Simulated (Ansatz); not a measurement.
```xyz
9

Ge   -1.2178    0.2012   -1.1120
Si    0.2580   -0.6564    0.5361
B     1.9513    0.0873    0.9987
O     0.8786    0.6134    1.5969
H    -2.5419    0.6720   -0.4872
H    -0.5519    1.3816   -1.8345
H    -1.5282   -0.9013   -2.1384
H    -0.3590   -1.7349    1.3530
H     3.1110    0.3370    1.0873
```

The species carries charge 0 and has multiplicity 1.

Q: List the CAM-B3LYP/def2-TZVPP orbital energies in eV (the Gaussian-basis code of Ansatz). (Estimate.)

A: The calculation gave: Occupied: -10852.15, -1801.59, -1356.44, -1207.39, -1207.38, -1207.38, -523.17, -186.67, -171.22, -146.13, -121.52, -121.51, -121.50, -101.53, -101.42, -101.39, -35.09, -35.09, -35.07, -35.02, -35.02, -30.21, -17.97, -16.06, -15.51, -13.59, -12.92, -12.18, -11.30, -11.22, -9.76, -8.26. Lowest empty: -0.04, 0.16, 1.35, 1.50, 1.76, 2.56, 2.79, 3.14.
